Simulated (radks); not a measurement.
Values are calculated unless marked as measured or tabulated.
Task: These are the eigenvalues of the occupied orbitals of an atom or ion with whole-number occupations (hartree). Level of theory: Dirac Kohn-Sham, PBE, spin-unpolarised, spherical densities, point nucleus (a radial shooting solver on a logarithmic mesh with Libxc functionals).

1s1/2: -976.2389
2s1/2: -146.6275
2p1/2: -136.6381
2p3/2: -129.5653
3s1/2: -28.97133
3p1/2: -24.96969
3p3/2: -23.70587
3d3/2: -16.62855
3d5/2: -16.37165
4s1/2: -5.85553
4p1/2: -4.55879
4p3/2: -4.33768
4d3/2: -2.31356
4d5/2: -2.28304

Which element is it, and in what charge state? The configuration may be excited. Open shells, if any, fill j = l - 1/2 first.

Result: Z = 48, cadmium, charge +4: Cd4+ in [Kr] 4d8. The list shows which subshells hold electrons but not how many an open one holds; the 1s level, -976.24 hartree, gives Z - s = 44.2 by -(Z - s)^2/2, which with screening and relativity narrows Z to a few neighbours, and the depths of the outer levels then fix element, charge and occupations together.
